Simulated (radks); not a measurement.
Spherical quantum dot in the effective-mass picture: electrons in a hard-walled sphere of radius 2.31, with a point charge +2 (a donor) at the centre, all in effective atomic units (hartree* = m*/eps^2 hartree, bohr* = eps/m* bohr), one dielectric constant everywhere. Calculated with a radial shooting solver with Libxc functionals: non-relativistic Kohn-Sham, LDA (Slater exchange, Perdew-Wang correlation), spin-polarised, spherical densities. Levels are named by radial order and angular momentum (1s, 1p, 1d, 2s, ...), and open shells are averaged over m. Results are scaled to m* = 0.066 and eps = 5.4, for which hartree* = 61.59 meV and bohr* = 4.33 nm.

N = 12, configuration 1s2 1p6 1d(up 3, down 0) 2s(up 1, down 0). This is the lowest configuration that the search found. Occupied and some empty levels:

level    occupation  eigenvalue (meV)  <r> (nm)
1s up             1            378.80     4.575
1s down           1            387.39     4.647
1p up             3            444.77     6.248
1p down           3            452.17     6.236
2s up             1            499.76     4.773
2s down           0            511.27     4.761
1d up             3            511.86     6.739
1d down           0            519.55     6.732
1f up             0            594.77     7.058
1f down           0            602.63     7.056
2p up             0            666.35     5.139
2p down           0            673.30     5.165
1g up             0            693.41     7.298
1g down           0            701.35     7.299

Energy (meV): total 2767.01, kinetic 1693.7, external -1346.0, Hartree 2864.5, exchange-correlation -445.24.

Electron density:

r (nm)  n(r) (e/nm^3)
0.501         0.03511
1.00          0.02248
1.50          0.01475
2.00          0.01009
2.50         0.007384
3.00         0.005918
3.50         0.005247
4.00         0.005063
4.50         0.005145
5.00         0.005314
5.49         0.005424
6.00         0.005355
6.49         0.005026
6.99         0.004410
7.49         0.003537
7.99         0.002527
8.49         0.001519
8.99        0.0006964
9.49        0.0001746
9.99        3.242e-07
